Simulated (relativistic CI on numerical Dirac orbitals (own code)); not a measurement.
Slater and spin-orbit integrals, Ta+

Calculated at this level of theory: Dirac-Coulomb-Breit CI, orbitals from a KLI potential per configuration, a model potential for QED, valence Slater integrals scaled by 0.85, P86 correlation energy added to each configuration (own radial code, finite nucleus).

Slater integrals F^k, G^k are unscaled and averaged over j, outside the closed core [Xe] 4f14; ζ comes from projecting the Hamiltonian with its Breit term on Σ l·s of the shell.

- 5d³6s: F^2(5d,5d) = 47263, F^4(5d,5d) = 30583, ζ(5d) = 1499.9, G^2(5d,6s) = 23101 cm⁻¹; <r>(5d) = 2.123, <r^2>(5d) = 5.417, <r>(6s) = 3.087, <r^2>(6s) = 10.75 (bohr units).
- 5d²6s²: F^2(5d,5d) = 49061, F^4(5d,5d) = 31860, ζ(5d) = 1715.1 cm⁻¹; <r>(5d) = 2.056, <r^2>(5d) = 5.059 (bohr units).
- 5d⁴: F^2(5d,5d) = 45675, F^4(5d,5d) = 29464, ζ(5d) = 1292.1 cm⁻¹; <r>(5d) = 2.186, <r^2>(5d) = 5.761 (bohr units).

Q: Give the Racah parameters of the d shell in 5d³6s.

A: B = F²/49 − 5F⁴/441 = 618 cm⁻¹ and C = 35F⁴/441 = 2427 cm⁻¹; values fitted to spectra at such low charge are typically 15 to 30 % smaller.

In this model ζ of a weakly bound d, f or g electron outside closed shells comes out too small, for d by up to a factor of two or three and at times with the wrong sign; that of an outer p electron is too small as well.

Correlation outside the listed configurations is missing or only estimated: errors of thousands of cm⁻¹ between configurations and terms are usual at this charge. Rates and lifetimes follow the computed energies and can be off by large factors. The fine structure of a lone outer electron comes out too small, for d and f at times inverted, and misplaced configurations move strength between like terms. 7 of the 18 excited levels that our extract of the measured tables holds in this range could be paired (the sources list more); they are missed by 534 cm⁻¹ on average and 1067 at most, and levels without a partner can miss by more. Some levels of the ground configuration have no partner and can miss by 10 % or more.

Averages of the first 10 configurations, taken without configuration mixing, which lowers the lowest level and can move excited configurations by several eV; other configurations of the list can lie among them:

| Configuration | Parity | States | Average energy above the lowest level (eV) |
| --- | --- | --- | --- |
| 5d³6s | even | 240 | 2.5 |
| 5d²6s² | even | 45 | 2.6 |
| 5d⁴ | even | 210 | 3.7 |
| 5d³6p | odd | 720 | 7.1 |
| 5d6s²6p | odd | 60 | 8.1 |
| 5d²6s6p | odd | 540 | 6.9 |
| 5d6s6p² | even | 300 | 13.4 |
| 5d³6d | even | 1200 | 11.4 |
| 5d²6s5f | odd | 1260 | 13.7 |
| 5d³6f | odd | 1680 | 14.3 |
